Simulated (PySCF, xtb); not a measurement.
Ta(O)(F)2(OMe) (CH3F2O2Ta), SMILES C[O][Ta](=[O])([F])[F], multiplicity 1.

GFN2-xTB run with xtb at its own geometry gives an orbital gap of 4.67 eV and a dipole moment of 5.70 D.

Geometry optimised at B3LYP-D3(BJ)/def2-SVP. The multiplicity is an assumed one; no other spin state was optimised. The structure was generated by enumeration; whether it is a known compound was not checked. The def2 effective core potentials stand for the cores of Ta; spin–orbit coupling is left out. One conformer was computed; it need not be the lowest.

Problem. What does PBE/def2-TZVP run with PySCF give? (An estimate is asked for; the answer gives what the named calculation found.)

Solution. gap 5.98 eV (levels -7.81 and -1.83 eV), dipole 3.26 D.
